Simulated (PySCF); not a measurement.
**Pm2O3: from a saddle point downhill**

PySCF 2.14.0, RKS BP86, Pm lcecp-1-SVP with ECP50, O def2-SVP; non-relativistic Hamiltonian with scalar-relativistic core potentials where named; density fitting; no spin-orbit coupling. Relaxed within the symmetry of its start, the geometry (D∞h) is

```xyz
5

Pm    0.0000    0.0000    2.2978
Pm    0.0000    0.0000   -2.2978
O     0.0000    0.0000    0.0000
O     0.0000    0.0000    4.2229
O     0.0000    0.0000   -4.2229
```

and its lowest harmonic modes are -222, -222, -159, -159, 39, 39 cm⁻¹ (negative: unstable). It was moved along the lowest mode and relaxed again, within the group C2v that the move left.

**Question.** Where does it end, and how much lower?

**Answer.** In C2v, 2.157 eV lower, after 25 steps:
```xyz
5

Pm    0.4459    0.3547    2.1114
Pm    0.4459    0.3547   -2.1114
O     0.7290    0.5799    0.0000
O    -1.0177   -0.8096    2.4441
O    -1.0177   -0.8096   -2.4441
```

**Question.** How do the contacts change?

**Answer.** 
```csv
contact,saddle (Å),end (Å)
Pm1–O3 (O),2.298,2.142
Pm1–O4 (O),1.925,1.900
Pm2–O5 (O),1.925,1.900
```


**Question.** Is the end a minimum?

**Answer.** No, 1 of the modes stay unstable (below −25 cm⁻¹); lowest modes -75, 52, 111, 129, 203, 242 cm⁻¹.

An lcecp potential fixes the number of 4f electrons, so in runs with it no electron can move into or out of that shell.

State: singlet in the valence, with the 4f electrons in the core potential.
